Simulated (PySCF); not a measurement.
Electron correlation in F (fluorine, neutral)

[He] 2s2 2p5, 2P determinant. Computed with PySCF 2.14 in dyall-av3z, with scalar relativity by spin-free X2C-1e. Frozen: 1s2; 7 electrons correlated; the 14 highest virtual orbitals of each spin left out.

| level | correlation energy (mhartree) |
| --- | --- |
| CCSD | -223.21 |
| (T) | -4.60 |
| CCSD(T) | -227.81 |

Diagnostics: T1 = 0.0076, D1 = 0.0126, largest double amplitude 0.022.

Q: Is a single reference adequate?

A: Yes: T1 lies below 0.03 and no double amplitude reaches 0.07.
